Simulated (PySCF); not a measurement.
# Dipole moment and polarisability of SiBrCl3

SiBrCl3.
Cartesian coordinates in Å at the PBE0-D3(BJ)/def2-SVP level; atoms count from 1:
```
atom  x, y, z in Å
Si1   -0.002    0.001   -0.024
Br2    0.008   -0.025    2.169
Cl3    1.913    0.012   -0.717
Cl4   -0.964    1.668   -0.694
Cl5   -0.956   -1.655   -0.734
```

Level: B3LYP/def2-SVPD (PySCF), static field, nuclei fixed, core orbitals frozen in the response. The polarisability tensor in these axes (au):

```
x   82.98 -0.02  0.08
y   -0.02 83.06 -0.08
z    0.08 -0.08 90.72
```

Q: What are the eigenvalues, a third of the trace, and Δα (Δα² = ½Σ(αi − αj)² over the three pairs)?

A: Principal values 82.98, 83.07 and 90.72 au; mean 85.59 au = 12.68 Å³ = 14.11 × 10⁻⁴⁰ C²·m²/J; Δα = 7.70 au (9 % of the mean).

Q: What is the dipole moment, and where does it point?

A: (0.00, 0.00, 0.27) D, 0.27 D in size, pointing from the negative to the positive side. Measured along this direction, the outermost atoms are Cl3, Cl5 and Cl4 at the negative end and Br2 at the positive end.

Q: In a dilute gas of rigid molecules at 500 K, how does the orientational term μ²/3kT compare with the electronic polarisability?

A: In Gaussian units μ²/3kT = 0.36 Å³ against 12.68 Å³, a ratio of 0.03; the Debye molar polarisation (4π/3)N_A(α + μ²/3kT) is 32.9 cm³/mol, leaving out the vibrational part.

Q: What depolarisation ratio follows for Rayleigh scattering of linearly polarised light, taking the static tensor?

A: ρ = 3Δα²/(45ᾱ² + 4Δα²) = 177.9/(329658 + 237.2) = 0.000539.

Q: What molar refraction does this α imply?

A: Lorentz–Lorenz: R = (4π/3)N_A α = 2.5225 cm³/(mol·Å³) × 12.68 Å³ = 32.0 cm³/mol, in the limit of long wavelengths.

Q: Sum over states: ᾱ = Σ f/ω², ω in Eh. What share falls to these 10 lowest TDDFT singlets (eV, f)? 6.18, 0.0055; 6.19, 0.0055; 6.65, 0.0000; 7.25, 0.0242; 7.25, 0.0241; 7.39, 0.0671; 7.61, 0.0105; 7.62, 0.0112; 7.66, 0.0000; 7.74, 0.0004.

A: They add up to 2.08 au, 2.4 % of the 85.59 au; the largest single term is 0.91 au, from the state at 7.39 eV. Terms in order: 0.11, 0.11, 0.00, 0.34, 0.34, 0.91, 0.13, 0.14, 0.00, 0.00 au. Higher excitations give the rest. The strengths listed sum to 0.148.

Geometry: PBE0-D3(BJ)/def2-SVP; no solvent, vibrations or thermal averaging. The calculation is non-relativistic, for bromine too.
